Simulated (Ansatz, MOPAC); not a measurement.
Molecule: CH3Si (charge 0, doublet). SMILES: [CH]=[SiH2]

Atoms: C1, Si2, H3, H4, H5. Bonds: C1-Si2, C1-H3, Si2-H4, Si2-H5.

Bond lengths (Å) and angles (degrees) optimised at AM1 with MOPAC; PM7 with MOPAC; B3LYP/LANL2DZ with Ansatz (a first-principles code); B3LYP/6-31G* with Ansatz, each started from the B3LYP-D3(BJ)/def2-TZVP structure (Ansatz) of the last column. A row stands for all coordinates that are equal there. 6-31G* holds six Cartesian d functions. No wavenumbers were computed at B3LYP/LANL2DZ, so these may be saddle points.

| coordinate | AM1 | PM7 | B3LYP/LANL2DZ | B3LYP/6-31G* | B3LYP-D3(BJ)/def2-TZVP |
|---|---|---|---|---|---|
| C1-Si2 | 1.593 | 1.595 | 1.693 | 1.675 | 1.667 |
| C1-H3 | 1.065 | 1.052 | 1.077 | 1.075 | 1.071 |
| Si2-H4 | 1.455 | 1.442 | 1.478 | 1.481 | 1.474 |
| Si2-C1-H3 | 180.0 | 180.0 | 180.0 | 180.0 | 180.0 |
| C1-Si2-H4 | 122.0 | 121.3 | 122.0 | 122.7 | 122.6 |
| H4-Si2-H5 | 115.9 | 117.4 | 115.9 | 114.6 | 114.7 |

Mean signed difference of all 4 bond lengths from B3LYP-D3(BJ)/def2-TZVP: AM1 -0.029 Å, PM7 -0.039 Å, B3LYP/LANL2DZ 0.010 Å, B3LYP/6-31G* 0.006 Å.
